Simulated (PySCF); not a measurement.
**Two-component Hartree-Fock for Lu⁺ (lutetium, charge +1)**

Start: [Xe] 4f14 5d2; 5d5/2 filled at m_j = +3/2, +5/2. Calculated with PySCF 2.14 in x2c-SVPall-2c with one added diffuse shell each of s, p, d type (8s11p10d2f1g, 114 functions): generalised Hartree-Fock with the X2C-1e Hamiltonian and a Gaussian nucleus; spin-orbit coupling (SO) screened by Boettger's factors. This is a chosen level, not necessarily the ground level.

```
spinor shell  electrons  ε, screened SO (eV)  weight of nominal j (screened SO)  rms radius, screened SO (bohr)
       1s1/2          2             -63634.3                              1.000                          0.0219
       2s1/2          2             -10969.1                              1.000                          0.0885
       2p1/2          2             -10450.8                              1.000                          0.0754
       2p3/2          4              -9327.3                              1.000                          0.0825
       3s1/2          2              -2547.7                              1.000                           0.227
       3p1/2          2              -2318.5                              1.000                           0.218
       3p3/2          4              -2074.3                              1.000                           0.232
       3d3/2          4              -1689.1                              1.000                           0.206
       3d5/2          6              -1636.4                              1.000                           0.210
       4s1/2          2              -540.54                              1.000                           0.509
       4p1/2          2              -445.76                              1.000                           0.520
       4p3/2          4              -389.68                              1.000                           0.552
       4d3/2          4              -233.26                              1.000                           0.584
       4d5/2          6              -222.76                              1.000                           0.597
       5s1/2          2              -78.176                              1.000                            1.27
       5p1/2          2              -49.025                              0.992                            1.43
       5p3/2          4              -42.133                              0.996                            1.55
       4f5/2          6              -28.115                              0.999                           0.798
       4f7/2          8              -26.580                              0.999                           0.812
       5d5/2          2              -10.576                              0.869                            2.94
```

| quantity | screened SO |
| --- | --- |
| E (hartree) | -14565.81665 |
| M_J | 4 |
| ⟨J²⟩ | 20.010 |
| ⟨L²⟩ | 12.160 |
| ⟨S²⟩ | 2.108 |

Each row is a mean over spinors that exchange with the open shell spreads, by up to 3.222 eV (5p3/2).

Rows whose weight is well below 1 are mixtures of j = l ± 1/2: exchange outweighs spin-orbit coupling there, and the label is only the starting occupation.

Breit and QED terms are absent; they matter most for the inner s and p1/2 levels.

Densities and radii are taken from the X2C orbitals without a picture-change correction, which distorts them close to the nucleus.
